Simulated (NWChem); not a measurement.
MgNH3Se; SMILES [SeH][Mg][NH2]

```xyz
6

Mg     0.0165     1.1967    -0.0023
N      0.0134     3.0827     0.0019
H     -0.0012     3.6855     0.8196
H      0.0228     3.6895    -0.8129
Se     0.0332    -1.2371     0.0006
H     -1.4409    -1.2506    -0.0130
```
Atoms are numbered in this order, from 1.

All runs: NWChem. The geometry was optimised at PBE0/def2-SVP.

Task: Taking B3LYP/pcseg-2 as the yardstick, which of these has the fewest basis functions while keeping “highest occupied level (eV)” within 0.1 eV of it: B3LYP/STO-3G; B3LYP/aug-pcseg-1; B3LYP/pcseg-1; B3LYP/def2-SVP?

Result: B3LYP/aug-pcseg-1.
```
level              basis functions  highest occupied level (eV)
-----------------  ---------------  ---------------------------
B3LYP/STO-3G                    35                        -1.69
B3LYP/pcseg-1                   66                        -5.85
B3LYP/def2-SVP                  79                        -6.08
B3LYP/aug-pcseg-1              100                        -6.33
B3LYP/pcseg-2                  134                        -6.29
```

The yardstick is one finite set, not the basis-set limit.
